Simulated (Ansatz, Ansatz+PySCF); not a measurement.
```csv
atom,x (Å),y (Å),z (Å)
Si,0.0000,0.0000,0.0000
N,0.0000,0.0000,2.5120
```

Basis set: def2-SVP (spherical functions). Charge 0, multiplicity 2.

Computed with Ansatz (development build ahead of 0.2.0); each method stands on the lowest determinant of its kind that the runs found.

The atomization energy at this shape (free ground-state atoms in the same class of orbitals less the molecule, no zero-point energy) of doublet SiN:

| method | atomization energy |
| --- | --- |
| UHF | -0.65 kcal/mol |

Task: What does PBE0 (unrestricted) give?

Result: 24.72 kcal/mol. Caution: the shape is not the minimum; the unrestricted determinant is a mixture of spin states.
